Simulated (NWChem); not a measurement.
System: HfO2; SMILES [O]=[Hf]=[O]

Parts of the log:

```
             Northwest Computational Chemistry Package (NWChem) 7.3.0
             --------------------------------------------------------

 C2V symmetry detected

                             Geometry "geometry" -> ""
                             -------------------------

 Output coordinates in angstroms (scale by  1.889725989 to convert to a.u.)

  No.       Tag          Charge          X              Y              Z
 ---- ---------------- ---------- -------------- -------------- --------------
    1 Hf                  72.0000     0.00000000     0.00000000     0.19783127
    2 O                    8.0000     1.43192000     0.00000000    -0.89024073
    3 O                    8.0000    -1.43192000     0.00000000    -0.89024073

 Effective nuclear repulsion energy (a.u.)     350.7978232650

      Symmetry information
      --------------------

 Group name             C2v
 Group number             16
 Group order               4
 No. of unique centers     2

                                 NWChem DFT Module
                                 -----------------

 Summary of "ao basis" -> "ao basis" (spherical)
 ------------------------------------------------------------------------------
       Tag                 Description            Shells   Functions and Types
 ---------------- ------------------------------  ------  ---------------------
 Hf                         def2-svp                12       32   6s3p2d1f
 O                          def2-svp                 6       14   3s2p1d

      Symmetry analysis of basis
      --------------------------

        a1         25
        a2          7
        b1         17
        b2         11

            General Information
            -------------------
          SCF calculation type: DFT
          Wavefunction type:  closed shell.
          No. of atoms     :     3
          No. of electrons :    28
           Alpha electrons :    14
            Beta electrons :    14
          Charge           :     0
          Spin multiplicity:     1
          Use of symmetry is: on ; symmetry adaption is: on
          Maximum number of iterations: 150
          AO basis - number of functions:    60
                     number of shells:    24
          Convergence on energy requested:  1.00D-06
          Convergence on density requested:  1.00D-05
          Convergence on gradient requested:  5.00D-04

              XC Information
              --------------
                        Slater Exchange Functional  1.000 local
                      VWN V Correlation Functional  1.000 local

             Grid Information
             ----------------
          Grid used for XC integration:  medium
          Radial quadrature: Mura-Knowles
          Angular quadrature: Lebedev.
          Tag              B.-S. Rad. Rad. Pts. Rad. Cut. Ang. Pts.
          ---              ---------- --------- --------- ---------
          Hf                  1.55      123           9.0       590
          O                   0.60       49           8.0       434
          Grid pruning is: on
          Number of quadrature shells:   172
          Spatial weights used:  Erf1

      Superposition of Atomic Density Guess
      -------------------------------------

 Sum of atomic energies:        -201.32054803

      Non-variational initial energy
      ------------------------------

 Total energy =    -196.330502
 1-e energy   =    -419.977032
 2-e energy   =     155.325351
 HOMO         =      -0.450703
 LUMO         =      -0.143288

      Symmetry analysis of molecular orbitals - initial
      -------------------------------------------------

  Numbering of irreducible representations:

     1 a1          2 a2          3 b1          4 b2

  Orbital symmetries:

     1 a1          2 b1          3 a1          4 b1          5 a1
     6 b2          7 a1          8 b1          9 a1         10 a2
    11 b2         12 b1         13 a1         14 b1         15 a1
    16 b2         17 a1         18 b1         19 b2         20 a2
    21 a1         22 a1         23 b1         24 a1

   convergence    iter        energy       DeltaE   RMS-Dens  Diis-err
 ---------------- ----- ----------------- --------- --------- ---------
 d= 0,ls=0.0,diis     1   -196.5693319655 -2.65D+02  1.09D-01  4.36D+00
 d= 0,ls=0.0,diis     2   -180.9108804507  1.57D+01  9.63D-02  7.57D+01
 d= 0,ls=0.0,diis     3   -197.1723524613 -1.63D+01  6.99D-03  3.42D-01
 d= 0,ls=0.0,diis     4   -197.1838951487 -1.15D-02  2.18D-03  1.45D-01
 d= 0,ls=0.0,diis     5   -197.1919761940 -8.08D-03  1.96D-03  9.81D-02
  Resetting Diis
 d= 0,ls=0.0,diis     6   -197.2011104519 -9.13D-03  1.03D-03  1.51D-02
 d= 0,ls=0.0,diis     7   -197.2027265932 -1.62D-03  6.27D-04  1.61D-04
 d= 0,ls=0.0,diis     8   -197.2025238107  2.03D-04  4.86D-04  2.11D-03
 d= 0,ls=0.0,diis     9   -197.2027352386 -2.11D-04  1.07D-04  8.52D-05
 d= 0,ls=0.0,diis    10   -197.2027453291 -1.01D-05  8.09D-06  4.11D-07
 d= 0,ls=0.0,diis    11   -197.2027453815 -5.24D-08  4.90D-07  7.34D-10

         Total DFT energy =     -197.202745381505
      One electron energy =     -423.936428698525
           Coulomb energy =      180.346195696251
    Exchange-Corr. energy =      -21.933691743246
 Nuclear repulsion energy =       68.321179364015

 Numeric. integr. density =       27.999998210002

                  Occupations of the irreducible representations
                  ----------------------------------------------

                     irrep           alpha         beta
                     --------     --------     --------
                     a1                6.0          6.0
                     a2                1.0          1.0
                     b1                5.0          5.0
                     b2                2.0          2.0

                       DFT Final Molecular Orbital Analysis
                       ------------------------------------

[...]
```

Level: LDA (Slater exchange, VWN5)/def2-SVP with def2 effective core potentials on Hf, vertical spin-unrestricted ions. Geometry: optimised at PBE-D3(BJ)/def2-SVP. def2 effective core potentials on Hf; no spin-orbit coupling.

Problem. Write an input that gives this output.

Solution. One answer among several that fit: the input that was run:
```
start job
memory heap 200 mb stack 900 mb global 1100 mb
geometry units angstroms noautoz
  Hf     0.000000     0.000000     0.245504
  O      1.431920     0.000000    -0.842568
  O     -1.431920     0.000000    -0.842568
end
basis spherical
  * library def2-svp
end
ecp
  Hf library def2-ecp
end
dft
  xc slater vwn_5
  iterations 150
  vectors input atomic output neutral.movecs
end
task dft energy
charge 1
dft
  odft
  mult 2
  vectors input atomic output cation.movecs
end
task dft energy
```
